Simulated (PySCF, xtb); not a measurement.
## A geometry optimisation of H5NO2Si with r2SCAN-D4/def2-SVP

The starting geometry of this gas-phase singlet was built from a drawn formula by distance geometry and a force field; its bonds are those of `O[NH+](O)[SiH2-]`.

```xyz
9

N    -1.3082    1.0925    1.1049
O    -0.7487   -0.1923    0.9435
O    -1.5862    1.6615   -0.1582
Si   -0.1980    2.2062    2.0177
H    -0.2002   -0.1185    0.1466
H    -2.1249    1.1283    1.7321
H    -2.4624    1.2795   -0.4707
H    -1.0305    3.4153    2.2135
H    -0.0337    1.5315    3.3353
```

Task: Where would you expect an optimisation with r2SCAN-D4/def2-SVP to take it?

Result: It keeps its links, though one stretches towards breaking, and is `O[NH+](O)[SiH2-]`. Distances that change by over a tenth: N1–Si4 (1.82 → 2.02 Å).

The energy falls by 1.31 eV over 17 steps:

```tsv
step	E − E(last) (eV)
1	1.310
3	0.201
5	0.036
6	0.018
8	0.005
10	0.001
12	0.000
13	0.000
15	0.000
17	0.000
```

Final geometry (Å):

```json
{"atom": "N", "x (Å)": "-1.3857", "y (Å)": "1.1801", "z (Å)": "1.2342"}
{"atom": "O", "x (Å)": "-0.8385", "y (Å)": "-0.0429", "z (Å)": "0.8440"}
{"atom": "O", "x (Å)": "-1.9234", "y (Å)": "1.8475", "z (Å)": "0.1296"}
{"atom": "Si", "x (Å)": "0.0734", "y (Å)": "2.2911", "z (Å)": "2.0810"}
{"atom": "H", "x (Å)": "0.1088", "y (Å)": "0.1936", "z (Å)": "0.6957"}
{"atom": "H", "x (Å)": "-2.1561", "y (Å)": "0.9163", "z (Å)": "1.8621"}
{"atom": "H", "x (Å)": "-2.4415", "y (Å)": "1.1700", "z (Å)": "-0.3439"}
{"atom": "H", "x (Å)": "-0.8867", "y (Å)": "3.4628", "z (Å)": "2.2430"}
{"atom": "H", "x (Å)": "-0.3020", "y (Å)": "1.6422", "z (Å)": "3.4171"}
```

From the same start GFN2-xTB reaches the same bonding as this run.

No frequencies were run, so the end isn't proven a minimum. Run with PySCF 2.14.0, 3.8 min on 2 threads of AMD EPYC 7571 (shared host).
